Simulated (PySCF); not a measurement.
Level of theory: PBE-D3(BJ)/def2-TZVP // PBE0-D4/def2-TZVP (PySCF). Gas-phase values, no solvent. One relaxed conformer stands for a flexible species; it need not be the lowest. Delta-SCF ions had no search for a lower state. 

Reference species (SMILES): `C[SiH2]O` (C–Si–O–H torsion 70°) (neutral, multiplicity 1).

| Item | Value |
|---|---|
| HOMO–LUMO gap | 6.55 eV |
| vertical ionisation energy (Delta-SCF) | 10.29 eV |

Changed species: `O=[S@@](C)[SiH2]O` (O–S–Si–O torsion -17°, S–Si–O–H torsion 14°) (X = methylsulfinyl; the reference has X = methyl).

### Question
Predict the effect on the HOMO–LUMO gap and vertical ionisation energy (Delta-SCF).

### Answer
the HOMO–LUMO gap falls by 2.37 eV, to 4.18 eV; the vertical ionisation energy (Delta-SCF) falls by 1.36 eV, to 8.93 eV.
